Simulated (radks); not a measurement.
Results of a calculation; reference values are marked as such.
Neutral thallium inside a hard spherical wall (all orbitals vanish at R), configuration held at [Hg] 6p1 and not refilled when levels cross. Code: a radial shooting solver on a logarithmic mesh with Libxc functionals. Model: scalar-relativistic Kohn-Sham, LDA (Slater exchange, VWN5 correlation), spin-polarised, spherical densities, finite nucleus; open shells are filled with parallel spins first (spin-orbit coupling, left out, can overturn this in heavy ions); Fermi nuclear charge, rms radius 5.4759 fm. Eigenvalues in eV for spin up, with the zero of energy where the potential of the charges vanishes at infinity; a dash marks a level that is unbound or too diffuse for the functional's potential to be trusted. A positive occupied level is held by the wall or, in an anion where self-interaction has pushed it up, behind a barrier. The pressure on the wall is -dE/dV.

R (bohr)  E (hartree)  kinetic (hartree)    e(5p)    e(5d)   e(6s)   e(6p)  e(7s, empty)  e(6d, empty)  pressure (GPa)
free      -20229.7788          22764.373  -76.239  -15.634  -9.978  -2.779        -0.484             -               0
15        -20229.7788          22764.373  -76.236  -15.632  -9.976  -2.777        -0.374         0.914        0.000120
12        -20229.7786          22764.375  -76.214  -15.610  -9.958  -2.758        -0.088         1.363         0.00271
8         -20229.7724          22764.412  -75.887  -15.291  -9.697  -2.396         2.241         3.476           0.210
7         -20229.7627          22764.464  -75.582  -14.997  -9.455  -1.990         4.256         4.935           0.728
6         -20229.7355          22764.606  -74.978  -14.422  -8.948  -1.091         8.179         7.527            2.93
5         -20229.6476          22765.047  -73.653  -13.181  -7.695   1.076        16.492        12.660            14.5
3.5       -20228.7814          22768.996  -66.663   -6.702   0.837  14.101        57.264        36.608             297
2.5       -20223.9388          22788.701  -47.398   13.006  34.550  59.564        170.24        102.02            4410
2         -20212.2984          22832.250  -20.016   44.973  99.219  139.22        339.60        200.21           24400
